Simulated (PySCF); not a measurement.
CH₂F (SMILES [CH2]F), doublet, at a GFN2-xTB geometry. Base run: BLYP/3-21G (PySCF).

Here is a job for PySCF.
```python
from pyscf import gto, scf, dft

mol = gto.Mole()
mol.atom = '''
    C    -0.645663    0.054234    0.065714
    F     0.678133   -0.056936   -0.031970
    H    -1.194446   -0.857779   -0.052631
    H    -1.034768    1.044799   -0.053923
'''
mol.basis = '3-21g'
mol.charge = 0
mol.spin = 1
mol.verbose = 4
mol.symmetry = True
mol.build()

mf = dft.UKS(mol)
mf.xc = 'blyp'
mf.kernel()
mf.analyze()
```

Variants of this job, named by their change:

| change | ΔE vs base (eV) | point group used | SCF cycles |
|---|---|---|---|
| base | 0.00 | Cs | 9 |
| irrep_nelec = A':(6, 6) A":(3, 2) | 8.93 | Cs | 9 |
| irrep_nelec = A':(8, 6) A":(1, 2) | 11.21 | Cs | 11 |
| symmetry = off | 0.00 | C1 | 9 |

Open shells are given as the SCF converged; they aren't shown to be the lowest states, and a large step between rows can be another state.
